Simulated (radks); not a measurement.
V4+, configuration [Ar] 3d1. Calculated with a radial shooting solver on a logarithmic mesh with Libxc functionals: scalar-relativistic Kohn-Sham, TASK exchange with Perdew-Wang LDA correlation, spin-unpolarised, spherical densities, finite nucleus; meta-GGA in the generalised Kohn-Sham scheme; Fermi nuclear charge, rms radius 3.6002 fm. Some entries of the table are withheld. Estimate them.

| orbital | occ. | eigenvalue (hartree) | <r> (bohr) | <1/r> (bohr^-1) |
|---|---|---|---|---|
| 1s | 2 | -200.0468 | 0.06657 | 22.81 |
| 2s | 2 | -24.59386 | 0.3081 | 4.813 |
| 2p | 6 | -20.86990 | 0.2738 | 4.704 |
| 3s | 2 | (1) | 0.9267 | 1.521 |
| 3p | 6 | -3.61312 | 0.9687 | 1.409 |
| 3d | 1 | (2) | (3) | 1.177 |

Answer. 
(1) 3s eigenvalue (hartree): -4.64910
(2) 3d eigenvalue (hartree): -1.98837
(3) 3d <r> (bohr): 1.059
